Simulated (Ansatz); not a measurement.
Basis sets compared for Si₈NH₁₇, a cluster cut from the lattice of silicon (1 of the caps NH2). The state is a singlet with charge 0. Geometry PBE-D4/def2-SVP. Ansatz on 4 threads of Intel Xeon Platinum 8375C on a shared host; times are rough, and most runs start from earlier orbitals.

```
atom   x (Å)   y (Å)   z (Å)
 Si1   0.430   2.506   0.908
 Si2   1.512  -1.595  -0.045
 Si3  -0.905   0.775  -2.369
 Si4  -1.964  -0.569   1.622
 Si5  -0.248   2.782  -1.330
 Si6   0.697  -0.943  -2.177
 Si7  -1.229   1.566   2.289
 Si8  -0.215  -2.137   1.462
  N9   2.549  -3.018  -0.123
 H10   0.802   3.856   1.473
 H11   1.661   1.638   0.949
 H12   2.106  -3.890  -0.431
 H13   3.445  -2.911  -0.612
 H14   2.353  -0.474   0.507
 H15  -1.135   1.058  -3.835
 H16  -2.217   0.323  -1.784
 H17  -2.683  -0.474   0.303
 H18  -2.953  -1.064   2.649
 H19   0.906   3.371  -2.105
 H20  -1.387   3.770  -1.374
 H21   1.886  -0.546  -3.023
 H22   0.110  -2.180  -2.820
 H23  -0.680   1.455   3.690
 H24  -2.411   2.504   2.329
 H25   0.372  -2.348   2.835
 H26  -0.805  -3.454   1.013
```

Binding counts from free atoms (Si triplet, N quartet, H doublet) in the same basis, without a counterpoise term.

| level | functions | energy (Eh) | HOMO (eV) | LUMO (eV) | binding per atom (eV) | wall time |
| --- | --- | --- | --- | --- | --- | --- |
| PBE-D4/def2-SVP | 243 | -2378.9261 | -5.64 | -1.67 | 3.13 | 3.4 s |
| PBE0-D4/def2-SVP | 243 | -2379.1758 | -6.87 | -1.00 | 3.11 | 6.5 s |

**Question.** Estimate the rows for PBE-D4/def2-TZVP (with forces), PBE0-D4/def2-TZVP.

**Answer.** 
| level | functions | energy (Eh) | HOMO (eV) | LUMO (eV) | binding per atom (eV) | wall time |
| --- | --- | --- | --- | --- | --- | --- |
| PBE-D4/def2-TZVP (with forces) | 429 | -2379.8052 | -5.82 | -1.87 | 3.14 | 9.5 s |
| PBE0-D4/def2-TZVP | 429 | -2380.0456 | -6.97 | -1.13 | 3.13 | 18 s |
